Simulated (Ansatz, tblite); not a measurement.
Cost and result up the ladder for `CC(C)OC(=O)C(=O)OCC(F)(F)C(F)F` (26 atoms). Charge 0, multiplicity 1. Geometry: r2SCAN-D4/def2-SVP.

Ansatz on 4 threads of Arm Neoverse V2 on a shared host; xTB runs through tblite on one thread. Times are rough, summed over both states, and most runs start from the orbitals of an earlier one. PBE0-D4/def2-SVP serves as the yardstick here, not as an exact answer. The other state is a doublet.

The xTB rows come from tblite. HOMO above LUMO, or a gap near zero within one spin, warns that the state may not be the lowest or that an electron is smeared out.

Raw xTB energies of ions are shifted by several eV.

```
           level  functions  wall time  vertical IE (eV)  difference from PBE0-D4/def2-SVP (eV)                                     remarks
        GFN2-xTB         74    0.032 s             14.38                                   4.41                                           –
        GFN1-xTB         84    0.066 s             15.42                                   5.45                                           –
 PBE-D4/def2-SVP        274       17 s              9.14                                  -0.83  gap within one spin near zero (+1 doublet)
PBE0-D4/def2-SVP        274       35 s              9.97                                   0.00                                           –
```
